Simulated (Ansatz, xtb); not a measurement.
Relaxing a trial structure of BFH3Si2

The starting geometry of this gas-phase doublet was built from a drawn formula by distance geometry and a force field; its bonds are those of `F[Si]1B[SiH2]1`.

```xyz
7

B    -2.1732    1.5880    1.4107
F     0.7616    1.0771    1.0505
Si   -0.6381    0.3155    1.5724
Si   -2.0077    0.1147    0.0339
H    -2.7301    2.5534    1.8050
H    -1.6297    0.7023   -1.2348
H    -3.1096   -0.9013    0.2290
```

**Question.** Predict what becomes of its bonds when it is optimised with r2SCAN-D4/def2-SVP.

**Answer.** It keeps its bonds, and is `F[Si]1B[SiH2]1`.

The energy falls by 1.00 eV over 12 steps:

```csv
step,E − E(last) (eV)
1,1.000
2,0.419
3,0.250
5,0.047
6,0.023
7,0.008
8,0.004
10,0.001
11,0.000
12,0.000
```

Final geometry (Å):

```yaml
atoms:
  - { symbol: B, position_ang: [-2.0892, 1.7141, 1.4090] }
  - { symbol: F, position_ang: [1.1074, 0.6774, 1.7430] }
  - { symbol: Si, position_ang: [-0.4315, 0.8214, 1.2437] }
  - { symbol: Si, position_ang: [-2.1399, 0.2082, -0.0580] }
  - { symbol: H, position_ang: [-2.8407, 2.5279, 1.8743] }
  - { symbol: H, position_ang: [-2.2191, 0.5572, -1.5145] }
  - { symbol: H, position_ang: [-2.9137, -1.0565, 0.1691] }
```

From the same start GFN2-xTB ends elsewhere, at `F[Si]B[SiH2]`.

The end wasn't checked by frequencies. Open shells are spin-unrestricted. Run with Ansatz 0.2.0, 3.8 min on 1 thread of Arm Neoverse N1, with other jobs on the host.
